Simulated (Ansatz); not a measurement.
Computed with Ansatz on PBE0-D4/def2-TZVP structures; ΔE is electronic, products minus reactants. CCSD(T)/CBS is the MP2 limit (def2-TZVPP, def2-QZVPP) plus CCSD(T) − MP2 in def2-TZVPP, frozen cores. DFT in def2-TZVPP. For Ge outer-core shells are correlated without core-valence functions, which leaves a few kJ/mol of doubt a bond. Scalar relativity is left out up to krypton. Each species was taken in one conformer, which may not be the lowest.

`[CH3][Ge]([SH])([Cl])[Cl]` + `O[Si]1(F)CO1` → `CO[Si]1(F)CO1` + `[SH][GeH]([Cl])[Cl]`  (substitution at a C–Ge bond)

| species | B2PLYP energy (Eh) |
| --- | --- |
| `[CH3][Ge]([SH])([Cl])[Cl]` | -3435.50764 |
| `O[Si]1(F)CO1` | -579.64347 |
| `CO[Si]1(F)CO1` | -618.91180 |
| `[SH][GeH]([Cl])[Cl]` | -3396.19933 |

**Question.** Work out ΔE.

**Answer.** ΔE = (-618.91180) + (-3396.19933) − (-3435.50764) − (-579.64347) = 0.03998 Eh = +105.0 kJ/mol. CCSD(T)/CBS gives +112.3 kJ/mol.

Largest T1 diagnostic among the species: 0.013.

In def2-TZVPP, CCSD(T) changes the Hartree–Fock value by +20.3 kJ/mol (the triples alone add +2.2 kJ/mol) and MP2 by +30.4 kJ/mol. The D4 term adds +4.2 kJ/mol with B3LYP and +2.4 kJ/mol with PBE0; it sums over pairs of atoms, weighted by their polarisabilities, and B3LYP, whose exchange is more repulsive, gets the larger term.

B3LYP here is the variant with VWN-RPA as its local correlation; programs differ in this.
